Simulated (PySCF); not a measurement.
CH9FOP2Si2

CH9FOP2Si2 is a molecule drawn to mimic a surface site (built as: C site whose three back bonds go to F, PHSiH3, PHSiH3; end group OH), neutral, singlet. The structure, one conformer, was relaxed in the gas phase by PBE0-D3(BJ)/def2-SVP. No frequency run checks that it is a minimum.

SMILES: OC(F)(P[SiH3])P[SiH3]

```
atom   x (Å)   y (Å)   z (Å)
  C1   0.024  -0.653  -0.118
  F2   0.250  -0.857   1.242
  P3  -0.878   1.002  -0.247
 Si4  -2.919   0.247   0.423
  P5   1.754  -0.695  -0.911
 Si6   2.841   0.703   0.506
  O7  -0.757  -1.666  -0.601
  H8  -1.151   0.886  -1.644
  H9  -3.798   1.451   0.536
 H10  -3.551  -0.725  -0.514
 H11  -2.749  -0.359   1.774
 H12   1.511   0.267  -1.936
 H13   2.005   1.864   0.925
 H14   4.053   1.181  -0.225
 H15   3.264  -0.090   1.695
 H16  -0.233  -2.481  -0.627
```

Shieldings: GIAO PBE0/pcSseg-1. Shifts are against computed references at the same level: C TMS (σ 184.4 ppm), H TMS (σ 31.27 ppm), Si TMS (σ 352.0 ppm). Core levels by delta-SCF with SCAN, pcX-2 on the ionised atom and pcseg-1 elsewhere, spin-free X2C (2p3/2 is the spin-free 2p value less a third of a first-order spin-orbit splitting); from the vacuum level, for chosen atoms.

Give the shieldings and core levels atom by atom.


```csv
atoms,bonded to,σ (ppm),δ (ppm),core level (eV)
C1,1 F + 1 O + 2 P,63.5,120.9,1s 294.13
F2,1 C,279.3,-,1s 692.29
P3,1 C + 1 Si + 1 H,442.0,-,2p3/2 136.16
Si4,1 P + 3 H,430.9,-78.9,-
P5,1 C + 1 Si + 1 H,422.7,-,2p3/2 136.24
Si6,1 P + 3 H,421.7,-69.7,-
O7,1 C + 1 H,174.8,-,1s 539.42
H8,1 P,27.90,3.37,-
H9 H10 H11,1 Si,27.11,4.16,-
H12,1 P,27.89,3.38,-
H13 H14 H15,1 Si,27.00,4.27,-
H16,1 O,28.29,2.98,-
```

Values are those of this one static structure, with the three H of a rotating XH3 group averaged; atoms that internal rotation interchanges would show their mean in an NMR spectrum.

By CAM-B3LYP/def2-SVPD (TDDFT singlets, Tamm-Dancoff triplets, ionisation by delta-SCF), where does absorption start, and what does vertical ionisation take?

The lowest singlet lies at 5.65 eV (f 0.027), the strongest of the first 6 at 6.70 eV (f 0.161), the lowest triplet at 4.83 eV; vertical ionisation takes 9.19 eV.
